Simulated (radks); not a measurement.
All-electron atom: the ruthenium ion Ru40+ in [He] 2s2 (the NIST ground configuration).

Method: Dirac Kohn-Sham, exchange-only PBE, spin-unpolarised, spherical densities, finite nucleus; Fermi nuclear charge, rms radius 4.4809 fm; computed with a radial shooting solver on a logarithmic mesh with Libxc functionals.

Energy parts (hartree):
part                   energy
total             -2417.56500
kinetic            2557.32597
electron-nucleus  -5045.50445
Hartree             107.40898
exchange            -36.79551

Orbitals (lengths in bohr, moments of r in powers of bohr; <r^-3> diverges for s and p1/2):
[
 {"orbital": "1s1/2", "occ.": "2", "eigenvalue (hartree)": "-937.0484", "<r^-3>": "-"},
 {"orbital": "2s1/2", "occ.": "2", "eigenvalue (hartree)": "-223.0706", "<r^-3>": "-"},
 {"orbital": "2p1/2", "occ.": "0", "eigenvalue (hartree)": "-219.2238", "<r^-3>": "-"},
 {"orbital": "2p3/2", "occ.": "0", "eigenvalue (hartree)": "-213.4437", "<r^-3>": "3322"},
 {"orbital": "3s1/2", "occ.": "0", "eigenvalue (hartree)": "-95.95410", "<r^-3>": "-"}
]

The highest occupied level is 2s1/2 at -6070.1 eV. For comparison, the ionisation energy in NIST's Atomic Spectra Database is 6137 eV (semi-empirical). In exact Kohn-Sham theory the highest level is minus the ionisation energy, but local and semilocal functionals leave it too shallow, through self-interaction and a potential that decays too fast; potentials with the right tail come closer. The electron density at the nucleus is 1.098e+05 e/bohr^3.
